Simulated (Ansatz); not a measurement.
H8Si4, SMILES `[SiH2]=[Si]([SiH3])[SiH3]` (charge 0, multiplicity 1).

Level of theory: BLYP/cc-pVTZ // PBE0-D3(BJ)/def2-TZVP (Ansatz, a quantum-chemistry and plane-wave program).

Ansatz 0.2 input:
```yaml
crystal:
  periodic: [false, false, false]
  atoms:
    - { symbol: Si, position_ang: [0.437464, 2.234319, 0.047359] }
    - { symbol: Si, position_ang: [0.03176, 0.135548, -0.031337] }
    - { symbol: Si, position_ang: [1.828417, -1.290752, 0.287327] }
    - { symbol: Si, position_ang: [-2.177891, -0.493393, -0.324139] }
    - { symbol: H, position_ang: [1.796144, 2.792039, 0.240475] }
    - { symbol: H, position_ang: [-0.60699, 3.270327, -0.126304] }
    - { symbol: H, position_ang: [2.015881, -2.184536, -0.886698] }
    - { symbol: H, position_ang: [3.045653, -0.457932, 0.471274] }
    - { symbol: H, position_ang: [1.62721, -2.143067, 1.489493] }
    - { symbol: H, position_ang: [-2.340729, -1.317455, -1.551629] }
    - { symbol: H, position_ang: [-2.991981, 0.743721, -0.450221] }
    - { symbol: H, position_ang: [-2.664935, -1.288818, 0.834401] }
basis:
  gaussian: { orbitals: cc-pVTZ }
hamiltonian:
  xc: blyp
```

Output:

```
Functional definition: BLYP
1580 factors; their error is unknown
mean field evaluation 1: about -31637.3216 eV, gradient 2.4e1 eV
mean field evaluation 2: about -31638.6735 eV, gradient 1.6e1 eV
mean field evaluation 4: about -31639.6923 eV, gradient 4.1e0 eV
mean field evaluation 8: about -31639.7637 eV, gradient 3.2e-2 eV
mean field evaluation 16: about -31639.6762 eV, gradient 4.9e-5 eV
mean field -31639.67616290 eV, -1162.7366528437 hartree, gradient 4.9e-5 eV, S^2 0.000000; 0 other end points of the search recorded, 0 dependent functions left out
reference -31639.67662035 eV, -1162.7366696547 hartree; 32, 32 occupied and 216, 216 virtual orbitals, 1580 factors
Total energy: -31639.67662035 eV, -1162.7366696547 hartree
```
